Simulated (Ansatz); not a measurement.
Geometry optimisation, Ansatz 0.2.0, RKS CAM-B3LYP/6-31G.

input.yaml

```yaml
crystal:
  periodic: [false, false, false]
  atoms:
    - { symbol: Si, position_ang: [-0.215464, -0.812346, -1.247586] }
    - { symbol: O, position_ang: [1.92746, 1.368544, -1.126426] }
    - { symbol: F, position_ang: [1.309642, -1.489576, -1.297021] }
    - { symbol: F, position_ang: [-1.250815, -2.119491, -1.142711] }
    - { symbol: H, position_ang: [-0.527385, -0.03747, -2.457059] }
    - { symbol: H, position_ang: [1.393701, 1.39945, -0.314373] }
    - { symbol: O, position_ang: [-0.357606, 0.06128, 0.221856] }
    - { symbol: Si, position_ang: [-1.069266, 0.206481, 1.777904] }
    - { symbol: H, position_ang: [2.572253, 0.645811, -1.050836] }
    - { symbol: H, position_ang: [-1.437168, 1.641098, 1.964646] }
    - { symbol: H, position_ang: [-0.061235, -0.204237, 2.801092] }
    - { symbol: H, position_ang: [-2.284217, -0.659543, 1.870615] }
basis:
  gaussian: { orbitals: "6-31G" }
hamiltonian:
  xc: cam_b3lyp
relax:
  f_tol: 0.03
  max_steps: 50
```

Launched with:

```bash
$ ansatz run input.yaml --threads 2 --pin off --max-ram 3072MiB --backend cpu --events-out ev --progress --plain --runs-dir out
```

Q: Where does it end, and by what steps?

A: The run converged. Limits of this set-up: no polarisation functions. After 17 steps the energy has fallen by 0.381 eV; H11 moved furthest, 1.00 Å. Joined: Si1–O2.

```
step  energy less start (eV)  largest force component (eV/Å)  accepted
   0                  0.0000                           1.414       yes
   1                 -0.0702                           0.963       yes
   2                 -0.1399                           0.786       yes
   3                 -0.1813                           1.112       yes
   4                 -0.2554                           0.849       yes
   5                 -0.2911                           0.454       yes
   6                 -0.3104                           0.391       yes
   7                 -0.3216                           0.285       yes
   8                 -0.3322                           0.102       yes
   9                 -0.3354                           0.212       yes
  10                 -0.3460                           0.215       yes
  11                 -0.3653                           0.158       yes
  12                 -0.3690                           0.242       yes
  13                 -0.3758                           0.174       yes
  14                 -0.3786                           0.057       yes
  15                 -0.3803                           0.040       yes
  16                 -0.3808                           0.036       yes
  17                 -0.3810                           0.024       yes
```

```xyz
12
Properties=species:S:1:pos:R:3
Si 0.143 -0.629 -1.033
O 1.423 0.987 -1.356
F 1.617 -1.459 -1.060
F -0.818 -1.943 -0.516
H -0.423 -0.336 -2.363
H 1.261 1.545 -0.570
O -0.179 0.359 0.314
Si -1.148 0.180 1.730
H 2.359 0.820 -1.551
H -0.992 1.461 2.485
H -0.661 -0.962 2.562
H -2.582 -0.023 1.359
```

The run took 95 s on 2 threads of Arm Neoverse N1, with other jobs on the host, peak memory 0.21 GiB.
